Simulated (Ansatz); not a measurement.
One change: `OC(O)(O)[SiH3]` becomes `CC(O)(O)O`.

Ansatz, PBE0-D4/def2-TZVP geometries, multiplicity 1. Each molecule was computed in one conformer, which needn't be the lowest.

```
                                          property  `OC(O)(O)[SiH3]`
                HOMO energy (PBE0/def2-TZVPP) / eV             -7.82
               HOMO–LUMO gap (PBE/def2-TZVPP) / eV              6.00
             LUMO energy (ωB97M-V/def2-TZVPP) / eV              1.98
size of the dipole moment (ωB97M-V/def2-TZVPP) / D              1.30
                LUMO energy (PBE0/def2-TZVPP) / eV              0.44
                 HOMO energy (PBE/def2-TZVPP) / eV             -6.39
```

(1) Give the same properties after the change, and the shifts. (An estimate is asked.)

## Answers

(1) Computed: 
```csv
property,`CC(O)(O)O`,shift
HOMO energy (PBE0/def2-TZVPP) / eV,-8.31,-0.49
HOMO–LUMO gap (PBE/def2-TZVPP) / eV,6.34,0.34
LUMO energy (ωB97M-V/def2-TZVPP) / eV,2.09,0.11
size of the dipole moment (ωB97M-V/def2-TZVPP) / D,1.63,0.33
LUMO energy (PBE0/def2-TZVPP) / eV,0.69,0.25
HOMO energy (PBE/def2-TZVPP) / eV,-6.50,-0.11
```

With PBE0 the HOMO falls by 0.49 eV and the LUMO rises by 0.25 eV, so the gap widens by about 0.74 eV. PBE moves the HOMO by -0.11 eV and ωB97M-V by -0.69 eV. Dipoles are sizes alone; their direction can turn.
